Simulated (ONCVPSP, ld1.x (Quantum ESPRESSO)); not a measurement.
## Potentials for Sb (Z = 51) compared

Generated with ld1.x 7.5 (TM, RRKJ, ultrasoft, PAW), atompaw 4.2 or ONCVPSP 4.0.1. The cutoff is in Ry: for ld1.x and atompaw files where the sum of valence levels is converged to 10 mRy in a Bessel basis, for ONCV files where the hardest occupied wave has 1 mHa per electron of residual kinetic energy. The error is the largest all-electron minus pseudo excitation energy over each file’s own four to seven test configurations (ionisations up to +4, promotions, holes and added fractions of an electron), all of which were solved. The labels leave out finer settings (local radius, basis sizes, second energies), which also bear on the numbers. Spin-polarised tests are not counted. The rows are a selection from randomly drawn settings: files with unsolved tests, undetermined cutoffs or missed reference levels are left out.

| potential | cutoff (Ry) | largest error (meV) | bound ghosts |
| --- | --- | --- | --- |
| ONCV, PBEsol, non-relativistic, rc 2.10/2.55/1.15 (spd), local smoothed, core correction no, reference 4d10 5s1.75 5p3.25, qcut 2.4/3.1/15.1, projectors 3/3/3 | 106 | -17 | none |
| ONCV, PBE, scalar-relativistic, rc 1.20/1.25/1.50 (spd), local smoothed, core correction no, reference 4s2 4p6 4d10 5s2 5p3, qcut 10.4/9.6/9, projectors 2/2/1 | 81 | +13 | none |
| ONCV, Wu-Cohen, scalar-relativistic, rc 1.45/1.55/1.30 (spd), local smoothed, core correction yes, reference 4s2 4p6 4d10 5s2 5p1, qcut 8.3/9.2/13.1, projectors 2/2/2 | 101 | -6.2 | none |

(1) Fill in the row for Sb: ONCV, PBE, scalar-relativistic, rc 1.30/1.30/0.95/1.35 (spdf), local smoothed, core correction yes, reference 4s2 4p6 4d10 5s2 5p3, qcut 12.2/10.2/8.7/8.5, projectors 2/2/2/1.

(2) Fill in the row for Sb: ONCV, LDA (Perdew-Wang 92), scalar-relativistic, rc 1.55/1.10/1.60 (spd), local smoothed, core correction no, reference 4s2 4p6 4d10 5s2 5p3, qcut 6.5/15.3/10.6, projectors 2/2/1.

(3) Fill in the row for Sb: ultrasoft, LDA (PZ), scalar-relativistic, rc 1.80/1.25/1.10 (spd), local smoothed, core correction yes, reference 4p6 4d10 5s1.75 5p3.25.

Results:

(1) cutoff 173 Ry, largest error -124 meV, bound ghosts: none.

(2) cutoff 142 Ry, largest error -23 meV, bound ghosts: none.

(3) cutoff 140 Ry, largest error -54 meV, bound ghosts: none.
